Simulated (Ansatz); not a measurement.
Ansatz (a first-principles code) input (B3LYP-D3(BJ)/def2-TZVP):

Ansatz 0.2 input:
```yaml
crystal:
  periodic: [false, false, false]
  atoms:
    - {symbol: V, position_ang: [0.20098375, -0.19904662, 0.20724982]}
    - {symbol: O, position_ang: [0.76014808, 0.45450438, -1.15355574]}
    - {symbol: O, position_ang: [-1.33797637, 0.11775465, 0.55771251]}
basis:
  gaussian:
    orbitals: def2-TZVP
hamiltonian:
  xc: b3lyp
  dispersion: d3bj
magnetization: {spin_polarized: true, initial_magnetization: 1}
phonons: {temperatures: {t_min: 298.15, t_max: 298.15, t_step: 100}}
```

Output:

```
Functional definition: B3LYP
integrals: 0.03 GiB planned
779 factors; their error is unknown
mean field: 0.43 GiB planned
mean field evaluation 1: about -29767.6500 eV, gradient 7.1e1 eV
mean field evaluation 2: about -29288.4475 eV, gradient 3.6e2 eV
mean field evaluation 4: about -29783.3798 eV, gradient 1.5e1 eV
mean field evaluation 8: about -29784.0341 eV, gradient 1.7e-1 eV
mean field evaluation 16: about -29784.1038 eV, gradient 1.4e-3 eV
mean field evaluation 32: about -29784.0674 eV, gradient 1.5e-1 eV
mean field -29784.10378942 eV, -1094.5456258705 hartree, gradient 3.4e-6 eV, S^2 0.763262; 3 other end points of the search recorded, 0 dependent functions left out
the calculation of the forces begins
reference -29784.10399861 eV, -1094.5456335582 hartree; 20, 19 occupied and 87, 88 virtual orbitals, 779 factors
these checks for a lower state are left out or cut short: stability, starts, cluster_reference, orbital_swaps, neighbouring_geometries, increment
integrals: 0.03 GiB planned
779 factors; their error is unknown
mean field: 0.43 GiB planned
mean field -29784.10368848 eV, -1094.5456221610 hartree, gradient 1.6e-6 eV, S^2 0.763373; 0 other end points of the search recorded, 0 dependent functions left out
the calculation of the forces begins
reference -29784.10389761 eV, -1094.5456298464 hartree; 20, 19 occupied and 87, 88 virtual orbitals, 779 factors
these checks for a lower state are left out or cut short: stability, starts, cluster_reference, orbital_swaps, neighbouring_geometries, increment
integrals: 0.03 GiB planned
779 factors; their error is unknown
mean field: 0.43 GiB planned
mean field -29784.10368621 eV, -1094.5456220775 hartree, gradient 1.4e-6 eV, S^2 0.763154; 0 other end points of the search recorded, 0 dependent functions left out
the calculation of the forces begins
reference -29784.10389546 eV, -1094.5456297675 hartree; 20, 19 occupied and 87, 88 virtual orbitals, 779 factors
these checks for a lower state are left out or cut short: stability, starts, cluster_reference, orbital_swaps, neighbouring_geometries, increment
integrals: 0.03 GiB planned
779 factors; their error is unknown
mean field: 0.43 GiB planned
mean field evaluation 64: about -29784.1037 eV, gradient 1.2e-6 eV
mean field -29784.10366982 eV, -1094.5456214755 hartree, gradient 1.2e-6 eV, S^2 0.763410; 0 other end points of the search recorded, 0 dependent functions left out
the calculation of the forces begins
reference -29784.10387897 eV, -1094.5456291614 hartree; 20, 19 occupied and 87, 88 virtual orbitals, 779 factors
these checks for a lower state are left out or cut short: stability, starts, cluster_reference, orbital_swaps, neighbouring_geometries, increment
integrals: 0.03 GiB planned
779 factors; their error is unknown
mean field: 0.43 GiB planned
mean field -29784.10365067 eV, -1094.5456207717 hartree, gradient 1.7e-6 eV, S^2 0.763117; 0 other end points of the search recorded, 0 dependent functions left out
the calculation of the forces begins
reference -29784.10385991 eV, -1094.5456284611 hartree; 20, 19 occupied and 87, 88 virtual orbitals, 779 factors
these checks for a lower state are left out or cut short: stability, starts, cluster_reference, orbital_swaps, neighbouring_geometries, increment
integrals: 0.03 GiB planned
779 factors; their error is unknown
mean field: 0.43 GiB planned
mean field -29784.10378705 eV, -1094.5456257834 hartree, gradient 3.0e-6 eV, S^2 0.763289; 0 other end points of the search recorded, 0 dependent functions left out
the calculation of the forces begins
reference -29784.10399626 eV, -1094.5456334718 hartree; 20, 19 occupied and 87, 88 virtual orbitals, 779 factors
these checks for a lower state are left out or cut short: stability, starts, cluster_reference, orbital_swaps, neighbouring_geometries, increment
integrals: 0.03 GiB planned
779 factors; their error is unknown
mean field: 0.43 GiB planned
mean field -29784.10377172 eV, -1094.5456252200 hartree, gradient 2.5e-6 eV, S^2 0.763235; 0 other end points of the search recorded, 0 dependent functions left out
the calculation of the forces begins
reference -29784.10398089 eV, -1094.5456329070 hartree; 20, 19 occupied and 87, 88 virtual orbitals, 779 factors
Total energy: -29784.17588944 eV, -1094.5482754976 hartree
Atom 0 at     0.200984    -0.199047     0.207250 Å, force     0.000145    -0.000144     0.000149 eV/Å
Atom 1 at     0.760148     0.454504    -1.153556 Å, force     0.000028     0.000088    -0.000157 eV/Å
Atom 2 at    -1.337976     0.117755     0.557713 Å, force    -0.000173     0.000056     0.000008 eV/Å
Dipole moment:     0.709420    -0.702582     0.731537 e Å
Vibrations: 263.34 1005.18 1032.80 cm⁻¹, zero-point energy 0.142664 eV
```

The spin state was set by rule; other spins were not relaxed.
